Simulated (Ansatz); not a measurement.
Cost and result for the atomization energy of C2H4ClFSi, SMILES `F[C@H]1C[Si@@H]1Cl` (9 atoms, 9 bonds).

Z-matrix (Å, degrees):
```
C
C 1 1.538
Si 1 1.848 2 65.1
F 1 1.370 2 116.3 3 117.7
H 1 1.088 2 114.2 3 -111.2
H 2 1.089 1 113.2 3 -104.9
H 2 1.085 1 117.7 3 120.5
Cl 3 2.039 1 119.5 2 -108.0
H 3 1.472 1 122.0 2 102.3
```

The species carries charge 0 and has multiplicity 1. Geometry: relaxed with PBE0-D4/def2-TZVP. Program: Ansatz. All runs use 4 threads of an Arm Neoverse V2 on a shared host. Times are those of one run each, without the atoms' runs, and a repeat can differ threefold. Electronic energies, without spin–orbit coupling; frozen cores. CCSD(T)/CBS adds CCSD(T) − MP2 in def2-TZVPP to the MP2 limit, and its time is that of the two runs behind it. T1 = 0.011. B3LYP takes the VWN-RPA correlation (the form of Gaussian; ORCA's B3LYP/G).

CCSD(T)/CBS is a level of theory with its own doubt, some kJ/mol a heavy atom from the limit and from the frozen cores, so smaller differences don't rank the functionals.

| level | functions | atomization (kcal/mol) | difference from CCSD(T)/CBS | per bond |
| --- | --- | --- | --- | --- |
| ωB97X-V/def2-TZVPP | 233 | 787.3 | 5.3 | 0.6 |
| PBE-D4/def2-TZVPP (with forces) | 233 | 803.9 | 21.9 | 2.4 |
| MP2/def2-QZVPP | 431 | 792.0 | 10.0 | 1.1 |
| B3LYP-D4/def2-TZVPP (with forces) | 233 | 778.6 | -3.4 | -0.4 |
| CCSD(T)/def2-TZVPP | 233 | 759.5 | -22.5 | -2.5 |
| CCSD(T)/CBS(def2) | – | 782.0 | 0.0 | 0.0 |
| ωB97M-V/def2-TZVPP (with forces) | 233 | 786.9 | 4.9 | 0.6 |
| PBE0-D4/def2-TZVPP | 233 | 788.5 | 6.5 | 0.7 |
| r2SCAN-D4/def2-TZVPP (with forces) | 233 | 788.7 | 6.7 | 0.7 |
| B2PLYP/def2-TZVPP | 233 | 771.6 | -10.4 | -1.2 |

(1) Order the runs by time, with rough figures. (An estimate is asked.)

Answers

(1) Ansatz gave: PBE-D4/def2-TZVPP (with forces) 2.1 s; PBE0-D4/def2-TZVPP 2.6 s; B3LYP-D4/def2-TZVPP (with forces) 3.9 s; B2PLYP/def2-TZVPP 4.2 s; r2SCAN-D4/def2-TZVPP (with forces) 4.3 s; ωB97X-V/def2-TZVPP 6.5 s; ωB97M-V/def2-TZVPP (with forces) 9.5 s; MP2/def2-QZVPP 15 s; CCSD(T)/def2-TZVPP 92 s; CCSD(T)/CBS(def2) 110 s.

From PBE to PBE0 (25 % exact exchange), in def2-TZVPP and without D4, the atomization energy moves by −14.7 kcal/mol: exact exchange takes away binding that semilocal exchange gives to molecules. The D4 term adds +7.6 kcal/mol with B3LYP and +4.0 kcal/mol with PBE0; it sums over pairs of atoms, weighted by their polarisabilities, and B3LYP, whose exchange is more repulsive, gets the larger term. In def2-TZVPP, CCSD(T) changes the Hartree–Fock value by +194.8 kcal/mol (the triples alone add +13.6 kcal/mol) and MP2 by +214.0 kcal/mol; breaking electron pairs costs correlation energy, which Hartree–Fock lacks.
